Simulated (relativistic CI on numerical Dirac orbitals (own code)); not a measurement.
# Ligand-field terms of d8

Computed with a parametric ligand-field model of a d^n configuration (Racah B and C, spin-orbit zeta, crystal field), exact diagonalisation.

Field parameters in Wybourne normalisation: D3d B²₀ = −7Dσ, B⁴₀ = −14Dq − 21Dτ, B⁴₃ = −14√(10/7) Dq; Oh B⁴₀ = 21Dq, B⁴₄ = √(5/14) B⁴₀. The field is a parameter set, without covalency.

A d8 ion in Oh symmetry has the ground term 3A2 and bands at 3T2 4100 cm⁻¹ (2439 nm), 3T1 7142 cm⁻¹ (1400 nm), 1E 13514 cm⁻¹ (740 nm), 1T2 17084 cm⁻¹ (585 nm), 3T1 18658 cm⁻¹ (536 nm), 1A1 20811 cm⁻¹ (481 nm). Which parameters reproduce them?

B = 900, C = 3640, ζ = 0 cm⁻¹, Oh, 10Dq = 4100 cm⁻¹.

Ground term and bands for B = 740, C = 3010, ζ = 0 cm⁻¹, D3d, 10Dq = 25450, Dσ = -1200, Dτ = -180 cm⁻¹?

Ground term 3A2 with 2.00 electrons in the two orbitals of the cubic e set. Spin-allowed: 3E 23436 cm⁻¹ (427 nm), 3A1 26444 cm⁻¹ (378 nm), 3E 32766 cm⁻¹ (305 nm), 3A2 33602 cm⁻¹ (298 nm). Lowest spin-forbidden: 1E 11793 cm⁻¹ (848 nm), 1A1 21673 cm⁻¹ (461 nm), 1E 34471 cm⁻¹ (290 nm).

Ground term and bands for B = 800, C = 3790, ζ = 0 cm⁻¹, Oh, 10Dq = 31850 cm⁻¹?

Ground term 3A2 with 2.00 electrons in the two orbitals of the cubic e set. Spin-allowed: 3T2 31850 cm⁻¹ (314 nm), 3T1 40548 cm⁻¹ (247 nm), 3T1 67002 cm⁻¹ (149 nm). Lowest spin-forbidden: 1E 13861 cm⁻¹ (721 nm), 1A1 25523 cm⁻¹ (392 nm), 1T2 45596 cm⁻¹ (219 nm). With an A2 ground term the first spin-allowed band lies at |10Dq| itself.

Ground term and bands for B = 980, C = 3710, ζ = 0 cm⁻¹, D3d, 10Dq = 17400, Dσ = -1200, Dτ = 70 cm⁻¹?

Ground term 3A2 with 2.01 electrons in the two orbitals of the cubic e set. Spin-allowed: 3E 17157 cm⁻¹ (583 nm), 3A1 18956 cm⁻¹ (528 nm), 3A2 26019 cm⁻¹ (384 nm), 3E 27217 cm⁻¹ (367 nm). Lowest spin-forbidden: 1E 14882 cm⁻¹ (672 nm), 1A1 26048 cm⁻¹ (384 nm), 1E 31475 cm⁻¹ (318 nm).

Ground term and bands for B = 450, C = 2330, ζ = 0 cm⁻¹, Oh, 10Dq = 16650 cm⁻¹?

Ground term 3A2 with 2.00 electrons in the two orbitals of the cubic e set. Spin-allowed: 3T2 16650 cm⁻¹ (601 nm), 3T1 21496 cm⁻¹ (465 nm), 3T1 35204 cm⁻¹ (284 nm). Lowest spin-forbidden: 1E 8188 cm⁻¹ (1221 nm), 1A1 14880 cm⁻¹ (672 nm), 1T2 24769 cm⁻¹ (404 nm). With an A2 ground term the first spin-allowed band lies at |10Dq| itself.
